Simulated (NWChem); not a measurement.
## Total energies of C₂H₂Cl

SMILES: [CH]=CCl
```xyz
5

C      1.6920    -0.3352     0.0000
C      0.4360    -0.7015     0.0000
Cl    -0.8935     0.4359     0.0000
H      2.3171     0.5543     0.0000
H      0.1032    -1.7442     0.0000
```
Charge 0, spin multiplicity 2.

The numbers come from NWChem runs, not from measurements. All single points use one geometry, from UPBE0/def2-SVP, a minimum by its harmonic frequencies.

Basis set: def2-SVP (56 functions).

```json
[
 {"method": "UHF", "total energy (Ha)": "-536.10248", "relative cost": "1"},
 {"method": "UMP2", "total energy (Ha)": "-536.45769", "relative cost": "under 3"},
 {"method": "UB2PLYP", "total energy (Ha)": "-537.05966", "relative cost": "under 3"},
 {"method": "UPBE", "total energy (Ha)": "-537.00581", "relative cost": "under 3"},
 {"method": "UB3LYP", "total energy (Ha)": "-537.31232", "relative cost": "under 3"},
 {"method": "UPBE0", "total energy (Ha)": "-537.05079", "relative cost": "under 3"}
]
```

Total energies of different functionals aren't comparable as a measure of quality: only differences taken within one method are. Costs are rough ratios of processor time within this set of runs, SCF included, with UHF as 1.

The correlated methods keep 7 core orbitals frozen. B3LYP has NWChem's definition, with VWN1-RPA local correlation. The structure started from a generated list of species. The unpaired electrons of the parent sit in orbitals of symmetry a' (Cs labels of the run); other states weren't searched. No SCF solution was tested for a lower state. Open-shell Hartree-Fock references start from PBE0 orbitals; any time given for them includes that run.
